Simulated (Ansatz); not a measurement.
A structure relaxed at PBE0-D4/def2-TZVP, charge 0, multiplicity 1:

```csv
atom,x (Å),y (Å),z (Å)
C1,1.273,-1.292,-0.677
O2,0.962,-0.461,0.413
In3,-0.642,0.694,0.413
S4,-2.068,0.590,-1.481
S5,-0.930,2.034,2.339
H6,2.134,-1.912,-0.403
H7,0.452,-1.970,-0.947
H8,1.547,-0.723,-1.575
H9,-2.928,1.489,-0.972
H10,0.199,1.553,2.890
```

Give its formula and SMILES.

CH5InOS2, `C[O][In]([SH])[SH]`.

Summarise the bond lengths by kind.

1 × C–O 1.405 Å; 3 × C–H 1.095 to 1.099 Å; 1 × In–O 1.977 Å; 2 × In–S 2.364 to 2.374 Å; 2 × H–S 1.344 to 1.345 Å.

Program: Ansatz 0.2.0.
